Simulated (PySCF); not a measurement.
Input of a run (PBE0-D3(BJ)/def2-SVP geometry optimisation, gas phase (PySCF 2.14.0)), started from GFN2-xTB:
```
{"job": {"xc": "PBE0", "basis": "def2-SVP", "d3": "d3bj", "grid": 2, "kind": "geom"}, "charge": 0, "multiplicity": 1}
C      2.597357    -0.143165     0.575159
S      1.709378    -0.259491    -1.002840
C      0.054461    -0.060699    -0.472267
C     -1.043774    -0.071632    -1.281385
C     -2.245899     0.114357    -0.565689
C     -2.051303     0.263682     0.767489
S     -0.383953     0.182299     1.191263
H      2.268863    -0.939566     1.236627
H      2.413665     0.828131     1.025260
H      3.650779    -0.257560     0.341717
H     -0.984506    -0.208021    -2.345224
H     -3.215080     0.134905    -1.030734
H     -2.774376     0.417246     1.542896
```

Output (energies in Eh, forces in Eh/bohr):
```
step   0  E = -989.62201890  max force = 0.012954
step   1  E = -989.62368610  max force = 0.001861
step   2  E = -989.62369639  max force = 0.001285
step   3  E = -989.62370481  max force = 0.000710
step   4  E = -989.62370284  max force = 0.000989
step   5  E = -989.62370687  max force = 0.000271
optimisation converged
```

Summarise the run.

The energy falls by 4.4 kJ/mol over 6 energy and gradient evaluations, the largest force component goes from 0.0130 to 2.7e-04 Eh/bohr, and the atoms move by 0.028 Å rms after alignment. Among the bonds, C4–H11 and C6–H13 change most and about equally (+0.017 to +0.018 Å). Bonds longer at the end by more than 0.005 Å: 9 of 13; shorter: 1. The energy rose by more than 1e-6 Eh at step 4. The first step brought 99 % of the lowering.

What are the final bond lengths?

C1–S2 1.801 Å, S2–C3 1.749 Å, C3–C4 1.377 Å, C4–C5 1.422 Å, C5–C6 1.368 Å, C6–S7 1.722 Å, C3–S7 1.733 Å, C1–H8 1.100 Å, C1–H9 1.100 Å, C1–H10 1.098 Å, C4–H11 1.091 Å, C5–H12 1.091 Å, C6–H13 1.089 Å. Numbering counts from 1 in the input's order; the species is 2-(methylthio)thiophene, `CSc1cccs1`.

The run used 136 basis functions and 42 SCF cycles in all.

PBE0-D3(BJ)/def2-SVP frequencies: not computed here. The numbers are those of one conformer.

Shape of the structure used: `[CH3:1][S:2][c:3]1[cH:4][cH:5][cH:6][s:7]1`: C1–S2–C3–C4 180°.
